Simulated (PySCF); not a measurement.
## Removing an electron from `C1=CC[SiH2]C1`

Compound: C4H8Si.
SMILES with atom numbers: `[CH:1]1=[CH:2][CH2:3][SiH2:4][CH2:5]1` (hydrogens: H6 on C1; H7 on C2; H8, H9 on C3; H10, H11 on Si4; H12, H13 on C5)

Structure used (PBE0-D3(BJ)/def2-SVP), in Å, numbered top down from 1:
```xyz
13
C4H8Si angstrom
C     -0.8100   -1.1297    0.0763
C      0.5183   -1.2777    0.1850
C      1.4116   -0.0671    0.0981
Si     0.1613    1.3467   -0.1464
C     -1.3910    0.2456   -0.1290
H     -1.4767   -1.9977    0.1355
H      0.9606   -2.2693    0.3350
H      2.0221    0.0532    1.0096
H      2.1277   -0.1516   -0.7375
H      0.1821    2.3490    0.9636
H      0.3489    2.0812   -1.4357
H     -1.9682    0.3058   -1.0678
H     -2.0954    0.5126    0.6777
```

Level: wB97X-D/def2-SVPD (PySCF). Frontier orbitals with their largest atomic shares (Löwdin; up to four atoms above 4 %):

```csv
orbital,ε (eV),main atoms
HOMO−3,-11.17,"Si4 37 %, H10 24 %, H11 23 %, C3 4 %"
HOMO−2,-10.73,"Si4 27 %, C5 14 %, C3 14 %, H11 10 %"
HOMO−1,-10.24,"C3 25 %, C5 25 %, Si4 22 %, C2 5 %"
HOMO,-8.91,?
LUMO,2.16,"Si4 34 %, C2 9 %, C1 9 %, C3 7 %"
LUMO+1,2.25,"C1 32 %, C2 32 %, C3 7 %, C5 7 %"
LUMO+2,2.45,"Si4 32 %, H11 12 %, H10 12 %, C5 11 %"
```

Question: What vertical ionisation energy does ΔSCF give, and how far is −ε(HOMO) from it?

Answer: ΔSCF: 9.16 eV (884 kJ/mol; threshold wavelength 135 nm); ⟨S²⟩ of the doublet left behind is 0.753, against 0.75 for a pure doublet. −ε(HOMO) is 8.91 eV, 0.25 eV below it. In exact Kohn–Sham theory the two would be equal; wB97X-D (range-separated hybrid) comes within 0.25 eV of that here.

Question: On which atoms does the HOMO lie?

Answer: C1 (alkene CH carbon) 33 %, C2 (alkene CH carbon) 33 %, C3 (sp3 carbon bound to silicon) 8 %, C5 (sp3 carbon bound to silicon) 8 %, so no atom holds as much as 40 %. The HOMO−1 lies 1.33 eV lower.

Question: What kinetic energy would electrons from this vertical process carry with 118.2 nm light (10.49 eV)?

Answer: 10.49 − 9.16 = 1.33 eV.

Question: How many of the 10 lowest singlet excitations (vertical TDDFT, same level) lie below the ionisation energy?

Answer: All 10; they run from 6.82 to 8.32 eV.

Question: Shift the occupied levels rigidly so that −ε(HOMO) equals the ΔSCF value. What binding energies result?

Answer: The shift is +0.25 eV: HOMO 9.16, HOMO−1 10.49, HOMO−2 10.98, HOMO−3 11.42 eV. A rigid shift is only a rough guide to the deeper ionisations.

Question: What total energies stand behind the ΔSCF value?

Answer: E(N) = -446.46378 Eh and E(N − 1) = -446.12704 Eh at the same geometry, 0.33674 Eh apart.

Isolated species at its PBE0-D3(BJ)/def2-SVP geometry, gas phase.

wB97X-D is run here without its empirical dispersion term; that term would change no orbital, density or response property at a fixed geometry.
